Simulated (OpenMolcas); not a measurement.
# Xe2+: from RASSCF to RASPT2

| Property | Result |
| --- | --- |
| Program | OpenMolcas 26.06 |
| Basis | ANO-RCC-VTZP [7s6p4d2f1g] |
| Scalar Hamiltonian | DKH2, point nucleus |
| Active space | 6 electrons in 9 orbitals (RAS2 5s 5p; RAS3 5d, at most 2 electrons) |
| State averaging | 2S+1 = 3 even, 3 roots; 2S+1 = 1 even, 7 roots; 2S+1 = 3 odd, 3 roots; 2S+1 = 1 odd, 3 roots |
| Spin-orbit coupling | RASSI with atomic mean-field integrals over the reference wave functions, term energies averaged over their components |

Methods on the same reference wave functions:
A. RASSCF
B. SS-RASPT2, IPEA 0.25 Eh, imaginary shift 0.1 Eh (closed shells correlated: 4d)
C. MS-RASPT2, IPEA 0.25 Eh, imaginary shift 0.1 Eh (closed shells correlated: 4d)
D. XMS-RASPT2, IPEA 0.25 Eh, imaginary shift 0.1 Eh (closed shells correlated: 4d)

Energies in cm-1 above 5s2 5p4 3P2, the measured ground level; measured values from Saloman, J. Phys. Chem. Ref. Data 33, 765 (2004).

| Level | A | B | C | D | Measured |
| --- | --- | --- | --- | --- | --- |
| 5s2 5p4 3P2 | 0.0 | 0.0 | 0.0 | 0.0 | 0.0 |
| 5s2 5p4 3P0 | 7772 | 7840 | 7780 | 7870 | 8130 |
| 5s2 5p4 3P1 | 8317 | 8490 | 8490 | 8490 | 9794 |
| 5s2 5p4 1D2 | 17989 | 16420 | 16420 | 16390 | 17099 |
| 5s2 5p4 1S0 | 35154 | 34750 | 34620 | 35070 | 36103 |
| 5s 5p5 3P* 2 | 96422 | 99350 | 99350 | 99540 | 98262 |
| 5s 5p5 3P* 1 | 102105 | 104800 | 104800 | 105000 | 103568 |

Deviations, from unrounded energies. A percentage is the sum of absolute deviations over the sum of measured energies, with the sign that they share, or ± where signs differ.

```csv
Against measurement,Levels,A,B,C,D
mean absolute deviation (cm-1),6,1200,990,1000,1000
fine structure of the ground term (%),2,-10.2,-8.9,-9.3,-8.8
other terms of the ground configuration (%),2,±3.5,-3.8,-4.1,-3.3
other configurations (%),2,-1.6,+1.1,+1.1,+1.3
```

B, C, D lie about equally close to measurement and A furthest from it. The largest miss of B in the table is 5s2 5p4 1S0, by -1300 cm-1. The ranking rests on the paired levels alone, and a cruder setting can come out closer through cancelling errors.

Among B to D the level of the table that moves most is 5s2 5p4 1S0, by 450 cm-1 (lowest in C, highest in D). Moves below CASPT2's spread within the term are not significant.

The mean deviations of B to D differ by less than CASPT2's widest spread within a term (87 cm-1), so their order carries little weight.

From A to B the spin-free energies of the other terms of 5s2 5p4 shown, above 3P, scale by factors of 0.84 to 0.97.

The lowest spin-free term lies below A's lowest term by 0.503 hartree in B, 0.503 hartree in C, 0.505 hartree in D.

CASPT2 does not keep the components of a term degenerate, so their means are used; among the terms shown or strongly mixed into the levels shown the widest spread is 87 cm-1 (5s2 5p4 1D, C). The run also gave levels led by 5s 5p4 5d, which use shells meant for correlation; these and all levels above them are left out. Some terms mix strongly with configurations of 5d, whose occupation reaches 0.25 (5s 5p5 3P*). Computed and measured levels are paired by configuration, term and J; levels that our copy of the source lacks, or whose pairing is in doubt (as where it misses far off the trend of its configuration), stay unpaired and out of the deviations. Levels of configurations outside the active space are missing. The table leaves out levels that lie high or whose names do not pair safely across all columns.

* marks odd parity.
